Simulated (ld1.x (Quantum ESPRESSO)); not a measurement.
## PBEsol TM dataset for I, scalar-relativistic all-electron reference.

* Element: I (Z = 53)
* Generator: ld1.x (Quantum ESPRESSO) 7.5
* Type: norm-conserving Troullier–Martins (Kleinman–Bylander form)
* Functional: PBEsol
* Relativity: scalar-relativistic
* Frozen core: [Ar] 3d10
* Valence charge: 25
* Reference configuration: 4s2 4p6 4d10 5s2 5p5
* Partial waves: 4s (bound): rc 0.70 bohr; 4p (bound): rc 1.20 bohr; 4d (bound): rc 1.25 bohr
* Local potential: the d channel
* Core correction: none

Occupied shells without a wave of their own: 5p, 5s. They enter only through the test configuration that unscreens the potential.

All-electron outer shells of the reference configuration (PBEsol, scalar-relativistic, ld1.x):

```tsv
shell	level (eV)	outermost node (bohr)	outermost maximum (bohr)
3p	-858.99	0.13	0.28
3d	-605.91	–	0.23
4s	-180.33	0.37	0.68
4p	-127.38	0.37	0.72
4d	-50.21	0.35	0.78
5s	-17.45	0.88	1.70
5p	-7.10	0.96	2.02
```

Calculated quality:

```
Cutoffs needed           : 300 Ry and over 300 Ry (the cutoffs (Ry, on a coarse ladder) from which the occupation-weighted sum of valence levels, in a spherical-Bessel basis at the reference potential, stays within 10 and 1 mRy of its value at 400 Ry)
Ghost test               : no extra level below or beside the all-electron valence levels (s, p, d, f tested) (spherical-Bessel basis up to 400 Ry, 20 bohr box)
Largest excitation error : -1355 meV (all-electron minus pseudo) for 4s2 4p6 4d10 5s2 5p2, out of 7 test configurations
```

The potential misses its own reference levels by up to 0.3 eV.

Generation and tests took about 4.4 s on one core of a shared server CPU.
